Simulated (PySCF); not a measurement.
Ge(SH)2 (GeH₂S₂), SMILES [Ge]([SH])[SH] (connectivity only; charge and spin as stated), neutral, multiplicity 1. Heavy atoms are numbered as in [Ge:1]([SH:2])[SH:4]. Hydrogens are named by the atom that carries them.

Geometry: PBE0-D3(BJ)/def2-TZVP. Other conformers were not sampled.

Level of theory: PBE0/pcSseg-2 (PySCF).

GIAO shieldings, no solvent; atoms alike by connectivity are averaged. δ = σ(ref) − σ: ⁷³Ge against GeH4 (σ = 1662.5 ppm); ³³S against H2S (σ = 711.3 ppm); ¹H against TMS (σ = 31.54 ppm), references at their B3LYP-D3(BJ)/def2-TZVP geometries, non-relativistic.

```json
[
 {"nucleus": "⁷³Ge", "atoms": "Ge1", "count": "1", "δ (ppm)": "1157.5"},
 {"nucleus": "³³S", "atoms": "S2 (SH)", "count": "2", "δ (ppm)": "383.5"},
 {"nucleus": "¹H", "atoms": "H on S2", "count": "2", "δ (ppm)": "4.41"}
]
```
